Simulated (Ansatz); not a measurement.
Cartesian coordinates (Å):
SMILES: [F][In][F]
```xyz
3

F      1.6718    -0.2893     0.0000
In    -0.0193     0.6947     0.0000
F     -1.6656    -0.3633     0.0000
```
Charge 0, spin multiplicity 2.

These are frozen-core CCSD(T)/def2-TZVPP // PBE0-D3(BJ)/def2-TZVP (Ansatz, a first-principles code) values and carry that method's errors.

```
Item                           Result
----------------------  -------------
HF energy               -388.22426 Ha
MP2 correlation energy    -0.76235 Ha
```

### Question
Estimate the CCSD correlation energy, the (T) correction, the total energy and the T1 diagnostic.

### Answer

```yaml
CCSD correlation energy: -0.75415 Ha
"(T) correction": -0.02253 Ha
CCSD(T) total energy: -389.00094 Ha
T1 diagnostic: 0.021
```
